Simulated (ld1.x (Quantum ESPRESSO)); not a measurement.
## indium TM: all-electron and pseudo phase curves

indium (In), norm-conserving Troullier–Martins (Kleinman–Bylander form), made with ld1.x (Quantum ESPRESSO) 7.5 (LDA (PZ), scalar-relativistic). Core [Kr] 4d10, reference 5s2 5p1. Waves: 5s (bound): rc 2.05 bohr; 5p (bound): rc 2.85 bohr; 5d channel at 0.05 Ry: rc 2.60 bohr. Local part: all-electron potential smoothed inside 2.30 bohr (lloc = -1). Core correction: Bessel-smoothed model core inside 1.45 bohr.

The phase is arctan(r·u′/u) with u = r·R(r), unwrapped; energies in Ry, scanned from -3 to 5 Ry. A pole is an energy at which the radial function vanishes at the test radius. The pseudo phase is shifted by a multiple of π to meet the all-electron one at the reference energy, and phase errors are pseudo minus all-electron; the curves can meet again beyond the range given. Levels narrower than the energy grid can be missing from the lists of poles.

Problem. For each channel, where are the poles, and over which energies does the pseudopotential scatter like the atom?

Solution.

```csv
channel,radius (bohr),reference energy (Ry),"poles, all-electron","poles, pseudo",unbroken range about the reference energy with phases within 0.05 rad,phase error 1 Ry above the reference energy (rad)
s,3.09,-0.62,0.12,"0.10, 1.89",below 1.0,-0.010
p,3.09,-0.20,1.08,"1.01, 3.93",below 1.7,-0.011
d,3.09,0.05,"-1.34, 2.86",1.58,-1.1 to 0.5,-0.575
```

Note: ghost state, extra bound levels that the all-electron valence spectrum of the same l lacks: d at -492.7 eV. A true bound ghost makes a file unfit for plane-wave use.

Phases in the d channel:

| E (Ry) | all-electron | pseudo |
| --- | --- | --- |
| -3.00 | 1.383 | -1.751 |
| -2.52 | 1.364 | -1.765 |
| -2.04 | 1.334 | -1.783 |
| -1.56 | 1.229 | -1.806 |
| -1.08 | -1.791 | -1.839 |
| -0.60 | -1.877 | -1.891 |
| -0.12 | -1.984 | -1.986 |
| 0.36 | -2.223 | -2.241 |
| 0.84 | -3.046 | -3.573 |
| 1.32 | -4.155 | -4.564 |
| 1.80 | -4.492 | -4.800 |
| 2.28 | -4.624 | -4.965 |
| 2.76 | -4.700 | -5.214 |
| 3.24 | -4.757 | -5.893 |
| 3.72 | -4.812 | -7.008 |
| 4.20 | -4.878 | -7.435 |
| 4.68 | -4.986 | -7.596 |
